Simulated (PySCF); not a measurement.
## Predicted spectroscopic data

Level of theory: GFN2-xTB geometry, shieldings: GIAO PBE0/pcSseg-1, in PySCF 2.14 (fast rotation and ring inversion assumed for equivalent nuclei, a single conformation, no solvent model, relativity neglected).

Scale: TMS for 1H (31.72 ppm) and 13C (186.93 ppm) (reference shieldings calculated alike). Where no couplings were computed, multiplicities follow the n + 1 count of equivalent neighbours, and m marks all less simple cases (inequivalent or close neighbours, rings, F or P nearby). Shifts are as computed. Against solution values, carbons near 30 ppm lie about +3 ppm off and those near 130 ppm about +5 ppm. Of 1211 compounds with measured shifts, 218 miss one by over three times the rms of a fit or turn the order of signals round; such compounds aren't used in these exercises.

**1.** 2-ethyl-1,3-butadiene (SMILES C=CC(=C)CC). 1H NMR (600 MHz, computed): δ 6.59 (m, 1H), 5.49 (m, 1H), 5.45 (m, 1H), 5.39 (m, 1H), 5.26 (m, 1H), 2.36 (q, 2H), 1.17 (t, 3H). 13C{1H} NMR (computed): δ 157.6, 145.7, 124.5, 119.8, 30.2, 18.5.

**2.** SMILES Cc1nnn2ccccc12, C₇H₇N₃. 1H NMR (600 MHz, computed): δ 8.88 (d, 1H), 7.97 (d, 1H), 7.33 (m, 1H), 7.12 (m, 1H), 2.89 (s, 3H). 13C{1H} NMR (computed): δ 139.0, 137.8, 129.6, 127.0, 123.6, 119.1, 13.1.
